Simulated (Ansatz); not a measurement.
Question: Name a neutral molecule of C, F, Si and H with LUMO energy (ωB97M-V/def2-TZVPP) between 0.65 and 0.95 eV and HOMO–LUMO gap (PBE/def2-TZVPP) between 4.35 and 4.65 eV (Ansatz, PBE0-D4/def2-TZVP geometry).

Answer: `F[SiH]1C[SiH2][SiH2]1` (0.93 eV, 4.53 eV). Other molecules can fit too; these were computed, each in one conformer that needn't be the lowest.
